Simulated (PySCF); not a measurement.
Cl3Sc, triplet, geometry from GFN2-xTB (such geometries of metal compounds can be far from the true shape) (the multiplicity is a formal guess); PySCF with PBE/3-21G.

PySCF was given this input:
```python
from pyscf import gto, scf, dft

mol = gto.Mole()
mol.atom = '''
    Sc   -0.305521   -0.023381    0.213407
    Cl    1.773216   -0.126430   -0.815400
    Cl   -0.592849   -1.150558    2.198355
    Cl   -0.802959    1.305872   -1.646575
'''
mol.basis = '3-21g'
mol.charge = 0
mol.spin = 2
mol.verbose = 4
mol.symmetry = True
mol.build()

mf = dft.UKS(mol)
mf.xc = 'pbe'
mf.kernel()
mf.analyze()
```

Problem. What does PySCF print? Leave out banner, timings and long lists.

Solution. 
```
PySCF version 2.14.0

[INPUT] verbose = 4
[INPUT] num. atoms = 4
[INPUT] num. electrons = 72
[INPUT] charge = 0
[INPUT] spin (= nelec alpha-beta = 2S) = 2
[INPUT] symmetry True subgroup None
[INPUT] Mole.unit = angstrom
[INPUT] Symbol           X                Y                Z      unit          X                Y                Z       unit  Magmom
[...]
nuclear repulsion = 366.209626495731
point group symmetry = Cs
symmetry origin: [-1.31230981e-07  7.08647297e-07  1.83723373e-07]
symmetry axis x: [ 0.94532265 -0.325652   -0.0177724 ]
symmetry axis y: [-0.14966405 -0.48158089  0.86352795]
symmetry axis z: [-0.28976846 -0.81365264 -0.50398772]
num. orbitals of irrep A' = 49
num. orbitals of irrep A" = 17
number of shells = 32
number of NR pGTOs = 135
number of NR cGTOs = 66
basis = 3-21g
ecp = {}

******** <class 'pyscf.dft.uks_symm.SymAdaptedUKS'> ********
method = SymAdaptedUKS
initial guess = minao
damping factor = 0
level_shift factor = 0
DIIS = <class 'pyscf.scf.diis.CDIIS'>
diis_start_cycle = 1
diis_space = 8
diis_damp = 0
SCF conv_tol = 1e-09
SCF conv_tol_grad = None
SCF max_cycles = 50
direct_scf = True
direct_scf_tol = 1e-13
number electrons alpha = 37  beta = 35
XC library pyscf.dft.libxc version 7.1.2
    S. Lehtola, C. Steigemann, M. J. T. Oliveira, and M. A. L. Marques,  SoftwareX 7, 1–5 (2018)
XC functionals = pbe
    J. P. Perdew, K. Burke, and M. Ernzerhof,  Phys. Rev. Lett. 77, 3865 (1996)
    J. P. Perdew, K. Burke, and M. Ernzerhof,  Phys. Rev. Lett. 78, 1396 (1997)
    J. P. Perdew, K. Burke, and M. Ernzerhof,  Phys. Rev. Lett. 77, 3865 (1996)
    J. P. Perdew, K. Burke, and M. Ernzerhof,  Phys. Rev. Lett. 78, 1396 (1997)
radial grids:
    Treutler-Ahlrichs [JCP 102, 346 (1995); DOI:10.1063/1.469408] (M4) radial grids

becke partition: Becke, JCP 88, 2547 (1988); DOI:10.1063/1.454033
pruning grids: <function nwchem_prune>
grids dens level: 3
symmetrized grids: True
atomic radii adjust function: <function treutler_atomic_radii_adjust>
small_rho_cutoff = 0
Freeze 0 electrons in irreps []
    72 free electrons in irreps A' A"
Set gradient conv threshold to 3.16228e-05
tot grids = 77280
init E= -2129.08730019548

cycle= 1 E= -2121.56858210388  delta_E= 7.52  |g|= 4.63  |ddm|= 2.86

cycle= 2 E= -2093.02183406939  delta_E= 28.5  |g|=  2.5  |ddm|=   11

cycle= 3 E= -2060.45031287206  delta_E= 32.6  |g|= 7.04  |ddm|= 12.3

cycle= 4 E= -2088.13857002615  delta_E= -27.7  |g|= 6.76  |ddm|= 4.39

cycle= 5 E= -2088.18131378133  delta_E= -0.0427  |g|= 6.69  |ddm|= 0.386

cycle= 6 E= -2088.30910122274  delta_E= -0.128  |g|= 6.71  |ddm|= 0.15

cycle= 7 E= -2087.87683718817  delta_E= 0.432  |g|= 6.76  |ddm|= 0.199

cycle= 8 E= -2088.97057141089  delta_E= -1.09  |g|= 6.67  |ddm|= 0.528

cycle= 9 E= -2089.22399958593  delta_E= -0.253  |g|= 6.65  |ddm|= 0.165

cycle= 10 E= -2075.45502269901  delta_E= 13.8  |g|= 7.79  |ddm|= 3.17

cycle= 11 E= -2069.71708808472  delta_E= 5.74  |g|= 3.78  |ddm|= 19.2

cycle= 12 E= -2072.71918698361  delta_E=   -3  |g|= 6.37  |ddm|=   21

cycle= 13 E= -2078.85301171843  delta_E= -6.13  |g|= 6.82  |ddm|= 5.11

cycle= 14 E= -2076.66500780549  delta_E= 2.19  |g|= 6.69  |ddm|= 1.86

cycle= 15 E= -2074.94421931376  delta_E= 1.72  |g|= 6.57  |ddm|= 2.87

cycle= 16 E= -2075.68417834661  delta_E= -0.74  |g|= 6.64  |ddm|= 2.83

cycle= 17 E= -2076.01566477409  delta_E= -0.331  |g|= 6.65  |ddm|= 0.262

cycle= 18 E= -2076.26891415223  delta_E= -0.253  |g|= 6.67  |ddm|= 0.448

cycle= 19 E= -2075.59774381333  delta_E= 0.671  |g|= 6.72  |ddm|= 3.78

cycle= 20 E= -2055.53596766389  delta_E= 20.1  |g|= 3.42  |ddm|= 24.4

cycle= 21 E= -2068.03840040621  delta_E= -12.5  |g|= 5.77  |ddm|= 26.1

cycle= 22 E= -2071.6267028797  delta_E= -3.59  |g|= 6.18  |ddm|= 2.05

cycle= 23 E= -2084.03862971357  delta_E= -12.4  |g|= 6.32  |ddm|=  4.5

cycle= 24 E= -2091.67094336778  delta_E= -7.63  |g|=  6.4  |ddm|= 5.32

cycle= 25 E= -2089.93430378031  delta_E= 1.74  |g|= 6.56  |ddm|= 0.911

cycle= 26 E= -2089.07253079965  delta_E= 0.862  |g|= 6.63  |ddm|= 0.272

cycle= 27 E= -2090.99628293911  delta_E= -1.92  |g|= 6.46  |ddm|= 1.54

cycle= 28 E= -2089.74420112585  delta_E= 1.25  |g|= 6.58  |ddm|= 1.54

cycle= 29 E= -2055.46907477939  delta_E= 34.3  |g|= 3.56  |ddm|= 24.1

cycle= 30 E= -2069.32079446815  delta_E= -13.9  |g|=  5.9  |ddm|= 25.5

cycle= 31 E= -2070.09691388788  delta_E= -0.776  |g|= 5.99  |ddm|= 0.306

cycle= 32 E= -2105.94584885448  delta_E= -35.8  |g|= 4.43  |ddm|= 7.15

cycle= 33 E= -2128.44779322421  delta_E= -22.5  |g|= 1.68  |ddm|= 5.93

cycle= 34 E= -2129.14654046019  delta_E= -0.699  |g|= 1.22  |ddm|= 2.58

cycle= 35 E= -2129.69477774663  delta_E= -0.548  |g|= 0.817  |ddm|= 2.36

cycle= 36 E= -2129.8989267804  delta_E= -0.204  |g|= 0.559  |ddm|= 1.63

cycle= 37 E= -2130.12915671633  delta_E= -0.23  |g|= 0.36  |ddm|= 1.31

cycle= 38 E= -2130.15608682454  delta_E= -0.0269  |g|= 0.324  |ddm|= 0.829

cycle= 39 E= -2130.22759311558  delta_E= -0.0715  |g|= 0.115  |ddm|= 0.309

cycle= 40 E= -2130.19964623265  delta_E= 0.0279  |g|= 0.197  |ddm|= 0.692

cycle= 41 E= -2130.23995204173  delta_E= -0.0403  |g|= 0.0466  |ddm|= 0.331

cycle= 42 E= -2130.24239973164  delta_E= -0.00245  |g|= 0.00343  |ddm|= 0.108

cycle= 43 E= -2130.2424120464  delta_E= -1.23e-05  |g|= 0.00144  |ddm|= 0.0133

cycle= 44 E= -2130.24241430251  delta_E= -2.26e-06  |g|= 0.000276  |ddm|= 0.00319

cycle= 45 E= -2130.2424143715  delta_E= -6.9e-08  |g|= 0.000118  |ddm|= 0.000862

cycle= 46 E= -2130.24241438497  delta_E= -1.35e-08  |g|= 2.22e-05  |ddm|= 0.000276

cycle= 47 E= -2130.24241438539  delta_E= -4.17e-10  |g|= 3.13e-06  |ddm|= 5.14e-05

Extra cycle  E= -2130.24241438507  delta_E= 3.2e-10  |g|= 1.73e-05  |ddm|= 4.98e-05
converged SCF energy = -2130.24241438507  <S^2> = 2.0011672  2S+1 = 3.0007781
**** SCF Summaries ****
Total Energy =                       -2130.242414385066695
Nuclear Repulsion Energy =             366.209626495731072
One-electron Energy =                -3666.122209613365158
[...]
alpha MO #35 (A' #28), energy= -0.310299987632438 occ= 1
alpha MO #36 (A" #8), energy= -0.303348985047619 occ= 1
alpha MO #37 (A' #29), energy= -0.150748199998575 occ= 1
alpha MO #38 (A" #9), energy= -0.107942000322452 occ= 0
alpha MO #39 (A' #30), energy= -0.107822286635543 occ= 0
alpha MO #40 (A" #10), energy= -0.091332590963352 occ= 0
alpha MO #41 (A' #31), energy= -0.0863738100321816 occ= 0
alpha MO #42 (A" #11), energy= -0.0327222462859282 occ= 0
alpha MO #43 (A' #32), energy= -0.0217953632707388 occ= 0
alpha MO #44 (A' #33), energy= -0.00463206210402389 occ= 0
alpha MO #45 (A' #34), energy= 0.00894593257413323 occ= 0
alpha MO #46 (A" #12), energy= 0.0504132272016369 occ= 0
alpha MO #47 (A' #35), energy= 0.0704626488336433 occ= 0
alpha MO #48 (A' #36), energy= 0.104575012735698 occ= 0
alpha MO #49 (A' #37), energy= 0.15436184512614 occ= 0
alpha MO #50 (A' #38), energy= 0.461314180060759 occ= 0
alpha MO #51 (A' #39), energy= 0.484760221271919 occ= 0
alpha MO #52 (A" #13), energy= 0.510695374457074 occ= 0
alpha MO #53 (A' #40), energy= 0.538241603652867 occ= 0
alpha MO #54 (A" #14), energy= 0.544063338768587 occ= 0
alpha MO #55 (A' #41), energy= 0.565983360065782 occ= 0
alpha MO #56 (A" #15), energy= 0.592987449864059 occ= 0
alpha MO #57 (A' #42), energy= 0.594159536516395 occ= 0
alpha MO #58 (A' #43), energy= 0.633155684823215 occ= 0
alpha MO #59 (A' #44), energy= 0.655172300003111 occ= 0
alpha MO #60 (A' #45), energy= 0.715776253532386 occ= 0
alpha MO #61 (A' #46), energy= 0.832970211040962 occ= 0
alpha MO #62 (A" #16), energy= 1.0217925721827 occ= 0
alpha MO #63 (A" #17), energy= 1.05113208780902 occ= 0
alpha MO #64 (A' #47), energy= 1.0583711147232 occ= 0
alpha MO #65 (A' #48), energy= 1.13875704245877 occ= 0
alpha MO #66 (A' #49), energy= 1.20178257633835 occ= 0
beta  MO #1 (A' #1), energy= -159.518506598114 occ= 1
beta  MO #2 (A' #2), energy= -99.9998561312021 occ= 1
beta  MO #3 (A' #3), energy= -99.9955100702305 occ= 1
beta  MO #4 (A' #4), energy= -99.9626641869459 occ= 1
beta  MO #5 (A' #5), energy= -17.1780759488571 occ= 1
beta  MO #6 (A' #6), energy= -14.1466032305712 occ= 1
beta  MO #7 (A" #1), energy= -14.1398035729565 occ= 1
beta  MO #8 (A' #7), energy= -14.1396796400966 occ= 1
beta  MO #9 (A' #8), energy= -9.14457935080682 occ= 1
beta  MO #10 (A' #9), energy= -9.1398754636436 occ= 1
beta  MO #11 (A' #10), energy= -9.10751860664259 occ= 1
beta  MO #12 (A' #11), energy= -6.97668104457853 occ= 1
beta  MO #13 (A' #12), energy= -6.97425136085667 occ= 1
beta  MO #14 (A' #13), energy= -6.97212935584549 occ= 1
beta  MO #15 (A" #2), energy= -6.97122278444373 occ= 1
beta  MO #16 (A' #14), energy= -6.96894216084983 occ= 1
beta  MO #17 (A" #3), energy= -6.96654926934831 occ= 1
beta  MO #18 (A' #15), energy= -6.93845795885252 occ= 1
beta  MO #19 (A' #16), energy= -6.93715230201281 occ= 1
beta  MO #20 (A" #4), energy= -6.93529244280249 occ= 1
beta  MO #21 (A' #17), energy= -1.99767261089876 occ= 1
beta  MO #22 (A' #18), energy= -1.24586375105909 occ= 1
beta  MO #23 (A' #19), energy= -1.23358053360922 occ= 1
beta  MO #24 (A" #5), energy= -1.21449862206413 occ= 1
beta  MO #25 (A' #20), energy= -0.767115330874087 occ= 1
beta  MO #26 (A' #21), energy= -0.752981151382646 occ= 1
beta  MO #27 (A' #22), energy= -0.733003680104204 occ= 1
beta  MO #28 (A' #23), energy= -0.365920938966724 occ= 1
beta  MO #29 (A' #24), energy= -0.346216857349593 occ= 1
beta  MO #30 (A' #25), energy= -0.341967316281692 occ= 1
beta  MO #31 (A" #6), energy= -0.330190298975078 occ= 1
beta  MO #32 (A' #26), energy= -0.314846233857302 occ= 1
beta  MO #33 (A" #7), energy= -0.31416637698486 occ= 1
beta  MO #34 (A' #27), energy= -0.304269540268472 occ= 1
beta  MO #35 (A" #8), energy= -0.29997474059196 occ= 1
beta  MO #36 (A' #28), energy= -0.289503111493241 occ= 0
beta  MO #37 (A' #29), energy= -0.106052490621245 occ= 0
beta  MO #38 (A" #9), energy= -0.0924699244650253 occ= 0
beta  MO #39 (A' #30), energy= -0.0905522262838023 occ= 0
beta  MO #40 (A" #10), energy= -0.0799451103388407 occ= 0
beta  MO #41 (A' #31), energy= -0.0732734268408952 occ= 0
beta  MO #42 (A" #11), energy= -0.00856926974168148 occ= 0
beta  MO #43 (A' #32), energy= -0.00298267896291127 occ= 0
beta  MO #44 (A' #33), energy= 0.00588852798996786 occ= 0
beta  MO #45 (A' #34), energy= 0.015420782452233 occ= 0
beta  MO #46 (A" #12), energy= 0.0734274369181886 occ= 0
beta  MO #47 (A' #35), energy= 0.0858695319403566 occ= 0
beta  MO #48 (A' #36), energy= 0.11844812300164 occ= 0
beta  MO #49 (A' #37), energy= 0.165811847278675 occ= 0
beta  MO #50 (A' #38), energy= 0.475588055556687 occ= 0
beta  MO #51 (A' #39), energy= 0.49397733224516 occ= 0
beta  MO #52 (A" #13), energy= 0.515168678206275 occ= 0
beta  MO #53 (A" #14), energy= 0.549161251174969 occ= 0
beta  MO #54 (A' #40), energy= 0.54976282164304 occ= 0
beta  MO #55 (A' #41), energy= 0.572151956740292 occ= 0
beta  MO #56 (A" #15), energy= 0.598424780540698 occ= 0
beta  MO #57 (A' #42), energy= 0.602713834499731 occ= 0
beta  MO #58 (A' #43), energy= 0.645131633810285 occ= 0
beta  MO #59 (A' #44), energy= 0.668341480904094 occ= 0
beta  MO #60 (A' #45), energy= 0.726558567716975 occ= 0
beta  MO #61 (A' #46), energy= 0.8414603914149 occ= 0
beta  MO #62 (A" #16), energy= 1.03903379650864 occ= 0
beta  MO #63 (A" #17), energy= 1.06430592554315 occ= 0
beta  MO #64 (A' #47), energy= 1.07162585176951 occ= 0
beta  MO #65 (A' #48), energy= 1.16738439153374 occ= 0
beta  MO #66 (A' #49), energy= 1.22193362902643 occ= 0
 ** Mulliken pop alpha/beta on meta-lowdin orthogonal AOs **
 ** Mulliken pop       alpha | beta **
In total            37.00000 | 35.00000
 ** Mulliken atomic charges   ( Nelec_alpha | Nelec_beta ) **
charge of  0Sc =      0.87754  (    10.55703      9.56543 )
charge of  1Cl =     -0.21748  (     8.81995      8.39754 )
charge of  2Cl =     -0.39659  (     8.78463      8.61195 )
charge of  3Cl =     -0.26347  (     8.83839      8.42508 )
Dipole moment(X, Y, Z, Debye): -1.07475,  0.52059, -0.22253
```
